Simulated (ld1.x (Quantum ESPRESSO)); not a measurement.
## Varying the TM semilocal potential for calcium (Ca)

Base potential:

- Element: calcium (Ca)
- Generator: ld1.x (Quantum ESPRESSO) 7.5
- Type: norm-conserving Troullier–Martins (semilocal form)
- Functional: PBE
- Relativity: scalar-relativistic
- Frozen core: [Ne] 3s2
- Valence charge: 8
- Reference configuration: 3p6 3d0 4s2 4p0
- Partial waves: 3p (bound): rc 1.25 bohr; 3d (bound, empty): rc 2.20 bohr; 4s (bound): rc 3.60 bohr
- Local potential: the s channel
- Core correction: Bessel-smoothed model core inside 1.15 bohr

Cutoffs, loose and tight: the cutoffs (Ry, on a coarse ladder) from which the occupation-weighted sum of valence levels, in a spherical-Bessel basis at the reference potential, stays within 10 and 1 mRy of its value at 400 Ry. They do not see the model core or the augmentation charge, which bear on the density cutoff. Test errors are all-electron minus pseudo excitation energies from the reference, over the configurations 3p6 3d0 4s1 4p0; 3p6 3d0 4s0 4p0; 3p6 3d0 4s1.5 4p0; 3p5 3d0 4s2 4p0; 3p6 3d0 4s1 4p1; 3p6 3d1 4s1 4p0; 3p6 3d0 4s0 4p1. A dash means not determined; rows that change the core or the reference have their own tests.

A semilocal file is local in each channel, so a ghost entry of none says nothing of the separable form that plane-wave codes build from it.

```tsv
change	outcome	cutoff, loose	cutoff, tight	bound ghosts	largest test error (meV)
base	generated	55 Ry	80 Ry	none	-91
core correction none	generated	55 Ry	80 Ry	none	+39
core correction Bessel-smoothed model core inside 0.50 bohr	generated	55 Ry	80 Ry	none	-89
core correction Bessel-smoothed model core inside 0.66 bohr	generated	55 Ry	80 Ry	none	-88
core correction Bessel-smoothed model core inside 0.76 bohr	generated	55 Ry	80 Ry	none	-88
core correction Bessel-smoothed model core inside 0.84 bohr	generated	55 Ry	80 Ry	none	-90
core correction Bessel-smoothed model core inside 1.02 bohr	generated	55 Ry	80 Ry	none	-91
core correction Bessel-smoothed model core inside 1.12 bohr	generated	55 Ry	80 Ry	none	-91
core correction Bessel-smoothed model core inside 1.26 bohr	generated	55 Ry	80 Ry	none	-91
core correction Bessel-smoothed model core inside 1.36 bohr	generated	55 Ry	80 Ry	none	-92
core correction Bessel-smoothed model core inside 1.50 bohr	generated	55 Ry	80 Ry	none	-92
```
